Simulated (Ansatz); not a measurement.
`OBCF` + `BN=C` → `BN=CBCF` + H₂O  (formal exchange of groups at a B–O bond)

Computed with Ansatz on PBE0-D4/def2-TZVP structures; ΔE is electronic, products minus reactants. CCSD(T)/CBS is the MP2 limit (def2-TZVPP, def2-QZVPP) plus CCSD(T) − MP2 in def2-TZVPP, frozen cores. This one scheme is used for every species. DFT in def2-TZVPP. B3LYP here is the variant with VWN-RPA as its local correlation; programs differ in this. Each species was taken in one conformer, which may not be the lowest.

| level | ΔE (kJ/mol) |
| --- | --- |
| PBE0-D4 | 124.9 |
| ωB97X-V | 132.4 |
| PBE | 123.7 |
| PBE0 | 128.0 |
| B3LYP | 134.1 |
| MP2/def2-TZVPP | 130.5 |
| MP2/CBS(def2) | 125.7 |
| CCSD/CBS(def2) | 128.1 |

**Question.** What does CCSD(T)/CBS give? (Estimate.)

**Answer.** Computed: +125.6 kJ/mol. The listed levels differ from it by -0.7, 6.8, -1.9, 2.4, 8.5, 4.9, 0.1, 2.5 kJ/mol.

Largest T1 diagnostic among the species: 0.016.

From PBE to PBE0 (25 % exact exchange), in def2-TZVPP and without D4, ΔE moves by +4.2 kJ/mol. The D4 term adds −5.1 kJ/mol with B3LYP and −3.0 kJ/mol with PBE0; it sums over pairs of atoms, weighted by their polarisabilities, and B3LYP, whose exchange is more repulsive, gets the larger term. In def2-TZVPP, CCSD(T) changes the Hartree–Fock value by −15.7 kJ/mol (the triples alone add −2.4 kJ/mol) and MP2 by −15.7 kJ/mol.
